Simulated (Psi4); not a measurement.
Psi4 input (wB97X-D/6-31G*):

```
memory 1500 MB

molecule {
0 1
N    -1.10139600    0.28069552    0.24706094
C     0.04274511   -0.02393513   -0.00078960
O     1.14816135   -0.19903996   -0.32068421
H    -1.73198952   -0.22893827    0.84078472
symmetry c1
no_reorient
no_com
}

set {
  basis 6-31G*
  reference rks
  scf_type pk
  dft_radial_points 99
  dft_spherical_points 590
  e_convergence 1e-8
  d_convergence 1e-7
  maxiter 150
}

e = energy('wb97x-d')
print_out(f'\nFINAL {e:.10f} DIPOLE {variable("CURRENT DIPOLE")[0]:.6f} {variable("CURRENT DIPOLE")[1]:.6f} {variable("CURRENT DIPOLE")[2]:.6f}\n')
```

From the last part of the output:

```
    One-Electron Energy =                -346.4086463964481482
    Two-Electron Energy =                 133.2440072155001189
    DFT Exchange-Correlation Energy =     -14.8137760922979105
    Empirical Dispersion Energy =          -0.0002084698921218
    VV10 Nonlocal Energy =                  0.0000000000000000
    Total Energy =                       -168.6189226383249604

Computation Completed

Properties will be evaluated at   0.000000,   0.000000,   0.000000 [a0]

Properties computed using the SCF density matrix

 Multipole Moments:

 ------------------------------------------------------------------------------------
     Multipole            Electronic (a.u.)      Nuclear  (a.u.)        Total (a.u.)
 ------------------------------------------------------------------------------------

 L = 1.  Multiply by 2.5417464519 to convert [e a0] to [Debye]
 Dipole X            :         -0.6152944           -0.0000001           -0.6152946
 Dipole Y            :         -0.3990406           -0.0000002           -0.3990408
 Dipole Z            :          0.5130457            0.0000000            0.5130458
 Magnitude           :                                                    0.8950067

 ------------------------------------------------------------------------------------

FINAL -168.6189226383 DIPOLE -0.615295 -0.399041 0.513046

*** Psi4 exiting successfully. Buy a developer a beer!
```
